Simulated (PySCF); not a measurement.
# Quadrupolar nuclei of `C=C(O[SiH2]O)C1CCCC1` in NMR

Species: C₇H₁₄O₂Si.
SMILES with atom numbers: `[CH2:1]=[C:2]([O:3][SiH2:4][OH:5])[CH:6]1[CH2:7][CH2:8][CH2:9][CH2:10]1` (hydrogens: H11, H12 on C1; H13, H14 on Si4; H15 on O5; H16 on C6; H17, H18 on C7; H19, H20 on C8; H21, H22 on C9; H23, H24 on C10)

Structure used (GFN2-xTB), in Å, numbered top down from 1:
```xyz
24
C7H14O2Si angstrom
C      0.8092   -1.6865   -0.3078
C      0.8192   -0.3624   -0.3378
O      1.9502    0.3717   -0.2178
Si     3.4844   -0.0293    0.1611
O      4.2909    1.3723    0.1423
C     -0.4019    0.5188   -0.4504
C     -0.9830    0.8056    0.9581
C     -2.4896    0.5750    0.8384
C     -2.5976   -0.5175   -0.2192
C     -1.5647   -0.0862   -1.2579
H      1.7203   -2.2458   -0.1977
H     -0.1028   -2.2442   -0.3945
H      4.1328   -0.8305   -0.8658
H      3.5072   -0.6423    1.4899
H      3.8686    2.1823    0.4167
H     -0.0701    1.4523   -0.9128
H     -0.7481    1.8146    1.2937
H     -0.5571    0.1037    1.6767
H     -2.9835    1.4811    0.4831
H     -2.9383    0.2881    1.7885
H     -3.5996   -0.6005   -0.6382
H     -2.3231   -1.4793    0.2154
H     -1.9984    0.6839   -1.8975
H     -1.2367   -0.9051   -1.8944
```

Computed at PBE0/pcSseg-1 (PySCF, non-relativistic):

| atom | environment | nucleus | spin I | Q (b) | CQ = χzz (MHz) | η |
| --- | --- | --- | --- | --- | --- | --- |
| O3 | silyl ether oxygen | 17O | 5/2 | -0.0256 | -9.362 | 0.110 |
| O5 | silanol oxygen | 17O | 5/2 | -0.0256 | -9.300 | 0.465 |

PQ = |CQ|√(1 + η²/3), νQ = 3|CQ|/[2I(2I − 1)], ν0 = |g|·7.62259 MHz/T·B with g(17O) = −0.75752: values at 14.1 T?

```tsv
atom	PQ (MHz)	νQ (MHz)	ν0 (MHz)	νQ/ν0
O3	9.381	1.404	81.42	0.017
O5	9.630	1.395	81.42	0.017
```

For O3: PQ = 9.362 × 1.0020, νQ = 9.362 × 0.1500, ν0 = 5.7742 MHz/T × 14.1 T.

Second-order quadrupolar shift of the central transition's centre of gravity (half-integer spins, νQ < ν0/10) at 14.1, 18.8 and 23.5 T.

δ = −(3/40)(PQ/ν0)² [I(I + 1) − 3/4]/[I²(2I − 1)²], in ppm:

| site | 14.1 T | 18.8 T | 23.5 T |
| --- | --- | --- | --- |
| 17O at O3 | -79.7 | -44.8 | -28.7 |
| 17O at O5 | -83.9 | -47.2 | -30.2 |

Solvent, lattice and vibrations would change these gradients. One conformer (not necessarily the lowest) at the GFN2-xTB geometry, without solvent, vibrations or thermal averaging. GFN2-xTB bond lengths can be off by several hundredths of an ångström, more for odd bonds, and the gradients follow them. With so small a basis the couplings can be 20 % off.
